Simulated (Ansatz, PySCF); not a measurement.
Breaking a bond: SMILES F[SiH3] (H3FSi). The Si1–H5 bond (Si1 also carries F, H, H; H5 carries nothing else) is varied alone, starting from the PBE0/def2-TZVP optimised geometry.

Levels: RKS-PBE = Ansatz (a program for electronic structure) with restricted PBE/cc-pVDZ; UKS-PBE = unrestricted PBE/cc-pVDZ (Ansatz); UKS-B3LYP = unrestricted B3LYP/cc-pVDZ (PySCF); UCCSD(T) = PySCF with CCSD(T) on UHF/cc-pVDZ, 6 core orbitals frozen.

Energies relative to the lowest point of each curve near equilibrium, in kJ/mol; the last columns give the difference from UCCSD(T):

```json
[
 {"R / Å": "1.18", "RKS-PBE": "141.7", "UKS-PBE": "141.7", "UKS-B3LYP": "133.3", "UCCSD(T)": "133.0", "RKS-PBE − UCCSD(T)": "8.7", "UKS-PBE − UCCSD(T)": "8.7", "UKS-B3LYP − UCCSD(T)": "0.3"},
 {"R / Å": "1.27", "RKS-PBE": "64.4", "UKS-PBE": "64.4", "UKS-B3LYP": "58.5", "UCCSD(T)": "57.4", "RKS-PBE − UCCSD(T)": "7.0", "UKS-PBE − UCCSD(T)": "7.0", "UKS-B3LYP − UCCSD(T)": "1.1"},
 {"R / Å": "1.32", "RKS-PBE": "37.1", "UKS-PBE": "37.1", "UKS-B3LYP": "32.5", "UCCSD(T)": "31.5", "RKS-PBE − UCCSD(T)": "5.6", "UKS-PBE − UCCSD(T)": "5.6", "UKS-B3LYP − UCCSD(T)": "1.1"},
 {"R / Å": "1.39", "RKS-PBE": "13.0", "UKS-PBE": "13.0", "UKS-B3LYP": "10.3", "UCCSD(T)": "9.5", "RKS-PBE − UCCSD(T)": "3.5", "UKS-PBE − UCCSD(T)": "3.5", "UKS-B3LYP − UCCSD(T)": "0.8"},
 {"R / Å": "1.45", "RKS-PBE": "2.7", "UKS-PBE": "2.7", "UKS-B3LYP": "1.5", "UCCSD(T)": "1.2", "RKS-PBE − UCCSD(T)": "1.5", "UKS-PBE − UCCSD(T)": "1.5", "UKS-B3LYP − UCCSD(T)": "0.3"},
 {"R / Å": "1.48", "RKS-PBE": "0.5", "UKS-PBE": "0.5", "UKS-B3LYP": "0.0", "UCCSD(T)": "0.0", "RKS-PBE − UCCSD(T)": "0.5", "UKS-PBE − UCCSD(T)": "0.5", "UKS-B3LYP − UCCSD(T)": "0.0"},
 {"R / Å": "1.52", "RKS-PBE": "0.0", "UKS-PBE": "0.0", "UKS-B3LYP": "0.5", "UCCSD(T)": "0.9", "RKS-PBE − UCCSD(T)": "-0.9", "UKS-PBE − UCCSD(T)": "-0.9", "UKS-B3LYP − UCCSD(T)": "-0.4"},
 {"R / Å": "1.56", "RKS-PBE": "2.0", "UKS-PBE": "2.0", "UKS-B3LYP": "3.4", "UCCSD(T)": "4.3", "RKS-PBE − UCCSD(T)": "-2.3", "UKS-PBE − UCCSD(T)": "-2.3", "UKS-B3LYP − UCCSD(T)": "-0.9"},
 {"R / Å": "1.63", "RKS-PBE": "10.1", "UKS-PBE": "10.1", "UKS-B3LYP": "13.2", "UCCSD(T)": "15.0", "RKS-PBE − UCCSD(T)": "-4.9", "UKS-PBE − UCCSD(T)": "-4.9", "UKS-B3LYP − UCCSD(T)": "-1.8"},
 {"R / Å": "1.72", "RKS-PBE": "27.2", "UKS-PBE": "27.2", "UKS-B3LYP": "32.3", "UCCSD(T)": "35.3", "RKS-PBE − UCCSD(T)": "-8.1", "UKS-PBE − UCCSD(T)": "-8.1", "UKS-B3LYP − UCCSD(T)": "-3.1"},
 {"R / Å": "1.83", "RKS-PBE": "54.6", "UKS-PBE": "54.6", "UKS-B3LYP": "62.0", "UCCSD(T)": "66.4", "RKS-PBE − UCCSD(T)": "-11.8", "UKS-PBE − UCCSD(T)": "-11.8", "UKS-B3LYP − UCCSD(T)": "-4.4"},
 {"R / Å": "1.99", "RKS-PBE": "100.6", "UKS-PBE": "100.6", "UKS-B3LYP": "111.3", "UCCSD(T)": "116.9", "RKS-PBE − UCCSD(T)": "-16.3", "UKS-PBE − UCCSD(T)": "-16.3", "UKS-B3LYP − UCCSD(T)": "-5.6"},
 {"R / Å": "2.23", "RKS-PBE": "172.3", "UKS-PBE": "172.3", "UKS-B3LYP": "187.6", "UCCSD(T)": "192.6", "RKS-PBE − UCCSD(T)": "-20.3", "UKS-PBE − UCCSD(T)": "-20.3", "UKS-B3LYP − UCCSD(T)": "-5.1"},
 {"R / Å": "2.44", "RKS-PBE": "230.9", "UKS-PBE": "230.9", "UKS-B3LYP": "250.0", "UCCSD(T)": "251.6", "RKS-PBE − UCCSD(T)": "-20.7", "UKS-PBE − UCCSD(T)": "-20.7", "UKS-B3LYP − UCCSD(T)": "-1.6"},
 {"R / Å": "2.64", "RKS-PBE": "280.7", "UKS-PBE": "280.7", "UKS-B3LYP": "301.7", "UCCSD(T)": "298.0", "RKS-PBE − UCCSD(T)": "-17.3", "UKS-PBE − UCCSD(T)": "-17.3", "UKS-B3LYP − UCCSD(T)": "3.6"},
 {"R / Å": "2.96", "RKS-PBE": "346.7", "UKS-PBE": "337.9", "UKS-B3LYP": "351.7", "UCCSD(T)": "352.0", "RKS-PBE − UCCSD(T)": "-5.3", "UKS-PBE − UCCSD(T)": "-14.1", "UKS-B3LYP − UCCSD(T)": "-0.3"},
 {"R / Å": "3.23", "RKS-PBE": "390.0", "UKS-PBE": "360.6", "UKS-B3LYP": "373.2", "UCCSD(T)": "377.1", "RKS-PBE − UCCSD(T)": "12.9", "UKS-PBE − UCCSD(T)": "-16.5", "UKS-B3LYP − UCCSD(T)": "-3.9"},
 {"R / Å": "3.63", "RKS-PBE": "437.3", "UKS-PBE": "374.3", "UKS-B3LYP": "388.2", "UCCSD(T)": "390.1", "RKS-PBE − UCCSD(T)": "47.2", "UKS-PBE − UCCSD(T)": "-15.7", "UKS-B3LYP − UCCSD(T)": "-1.9"},
 {"R / Å": "3.95", "RKS-PBE": "463.8", "UKS-PBE": "378.1", "UKS-B3LYP": "393.2", "UCCSD(T)": "392.8", "RKS-PBE − UCCSD(T)": "71.0", "UKS-PBE − UCCSD(T)": "-14.6", "UKS-B3LYP − UCCSD(T)": "0.5"},
 {"R / Å": "4.39", "RKS-PBE": "488.4", "UKS-PBE": "380.1", "UKS-B3LYP": "396.1", "UCCSD(T)": "393.9", "RKS-PBE − UCCSD(T)": "94.4", "UKS-PBE − UCCSD(T)": "-13.8", "UKS-B3LYP − UCCSD(T)": "2.2"},
 {"R / Å": "5.18", "RKS-PBE": "510.9", "UKS-PBE": "381.0", "UKS-B3LYP": "397.5", "UCCSD(T)": "394.4", "RKS-PBE − UCCSD(T)": "116.5", "UKS-PBE − UCCSD(T)": "-13.4", "UKS-B3LYP − UCCSD(T)": "3.1"}
]
```

RKS-PBE is furthest from UCCSD(T) at 5.18 (116.5 kJ/mol, above); its mean absolute difference over the points is 22.7 kJ/mol.

UKS-PBE is furthest from UCCSD(T) at 2.44 (-20.7 kJ/mol, below); its mean absolute difference over the points is 10.4 kJ/mol.

UKS-B3LYP is furthest from UCCSD(T) at 1.99 (-5.6 kJ/mol, below); its mean absolute difference over the points is 2.0 kJ/mol.

The restricted form behind RKS-PBE keeps the bonding electrons paired and can't separate into open-shell fragments. The unrestricted determinant behind UKS-PBE is spin-contaminated at 2.96 to 5.18 Å (<S²> up to 1.0, against 0.00 for a pure singlet). The unrestricted determinant behind UKS-B3LYP is spin-contaminated at 2.64 to 5.18 Å (<S²> up to 1.0, against 0.00 for a pure singlet). The unrestricted determinant behind UCCSD(T) is spin-contaminated at 2.23 to 5.18 Å (<S²> up to 1.0, against 0.00 for a pure singlet).
